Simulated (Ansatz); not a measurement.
`C=N[SiH2]N` → `C=N` + `N[SiH]` at 600 K and 1 bar (silylene formation by 1,1-elimination).

Calculated with Ansatz (gas phase, PBE0-D4/def2-TZVP geometries, no zero-point term in ΔE). CCSD(T)/CBS adds triple-zeta CCSD(T) − MP2 to the extrapolated MP2 energy (def2 sets, frozen cores). This one scheme is used for every species. Each species was taken in one conformer, which may not be the lowest.

```json
{"species": "`C=N[SiH2]N`", "CCSD(T)/CBS energy (Eh)": "-440.16402", "H − E (kJ/mol)": "249.6", "S (J/(mol·K))": "401.4"}
{"species": "`C=N`", "CCSD(T)/CBS energy (Eh)": "-94.52360", "H − E (kJ/mol)": "129.6", "S (J/(mol·K))": "259.4"}
{"species": "`N[SiH]`", "CCSD(T)/CBS energy (Eh)": "-345.56329", "H − E (kJ/mol)": "117.4", "S (J/(mol·K))": "286.7"}
```

H − E and S are ideal-gas, rigid-rotor, harmonic terms from PBE0-D4/def2-TZVP, for one conformer and one mirror image of each species. 1 Eh = 2625.50 kJ/mol, R = 8.31446 J/(mol·K).

By hand: ΔE, ΔH, ΔS and ΔG.

ΔE = (-94.52360) + (-345.56329) − (-440.16402) = 0.07713 Eh = 202.5 kJ/mol. Δ(H − E) = 129.6 + 117.4 − 249.6 = -2.6, so ΔH = 199.9 kJ/mol. ΔS = 259.4 + 286.7 − 401.4 = 144.7 J/(mol·K). ΔG = 199.9 − 600 × (144.7)/1000 = 113.1 kJ/mol.

By hand: the equilibrium constant, and the temperature at which ΔG would vanish if ΔH and ΔS stayed fixed.

log₁₀ K = −ΔG/(RT ln 10) = -9.8. ΔG = 0 at ΔH/ΔS = 1381 K.

The number of gas molecules changes by +1, which sets the sign of ΔS. A doubt of 5 kJ/mol in ΔE shifts log₁₀ K by 0.4 here. Other conformers and mirror images would add mixing entropy, several J/(mol·K) or more a flexible species. These are equilibria of isolated gas molecules and say nothing of rates. Largest T1 diagnostic: 0.015 (customary marks: 0.02 for closed shells, 0.045 for open ones).
